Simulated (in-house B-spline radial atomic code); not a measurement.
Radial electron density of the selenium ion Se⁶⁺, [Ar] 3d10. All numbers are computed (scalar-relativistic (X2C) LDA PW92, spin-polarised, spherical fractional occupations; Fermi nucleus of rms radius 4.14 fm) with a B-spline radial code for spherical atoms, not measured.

One-electron X2C: radii and densities carry no picture-change correction, so inner-shell <1/r> comes out high (for 1s by about 2 % at Z = 33, 5 % at 54, 10 % at 75, 30 % at 118) and <r> low.

Columns: r (bohr), 4πr²n(r) (electrons per bohr), bar.

```
 0.00168    1.284 #
   0.002    1.728 ##
 0.00238    2.317 ##
 0.00283    3.089 ###
 0.00337    4.106 ####
 0.00401    5.417 #####
 0.00478    7.112 ######
 0.00569    9.233 ########
 0.00677    11.85 ###########
 0.00807    15.05 #############
  0.0096    18.76 #################
  0.0114    22.92 ####################
  0.0136    27.53 #########################
  0.0162    32.15 #############################
  0.0193    36.41 #################################
   0.023    39.78 ####################################
  0.0274    41.73 #####################################
  0.0326     41.9 #####################################
  0.0388    40.36 ####################################
  0.0462    37.69 ##################################
   0.055    35.11 ###############################
  0.0655    34.13 ###############################
   0.078    35.89 ################################
  0.0929    40.33 ####################################
   0.111    45.84 #########################################
   0.132    49.23 ############################################
   0.157    48.12 ###########################################
   0.187    42.09 ######################################
   0.222    33.98 ##############################
   0.265    27.74 #########################
   0.315    26.61 ########################
   0.375    29.52 ##########################
   0.447    32.45 #############################
   0.532    31.48 ############################
   0.634    25.83 #######################
   0.754    17.83 ################
   0.898    10.26 #########
    1.07    4.899 ####
    1.27    1.966 ##
    1.52    0.603 #
    1.81   0.1476 
    2.15  0.02714
```

On this grid the curve has 3 maxima, near 0.0326, 0.132, 0.447 bohr.

The 3d down radial function P(r) = rR(r), positive near the nucleus:

```tsv
r (bohr)	P
0.0136	0.001426
0.0193	0.00376
0.0274	0.009711
0.0388	0.02414
0.055	0.05763
0.078	0.1297
0.111	0.2709
0.157	0.5031
0.222	0.8172
0.315	1.126
0.447	1.265
0.634	1.126
0.898	0.7731
1.27	0.3836
1.81	0.1158
```
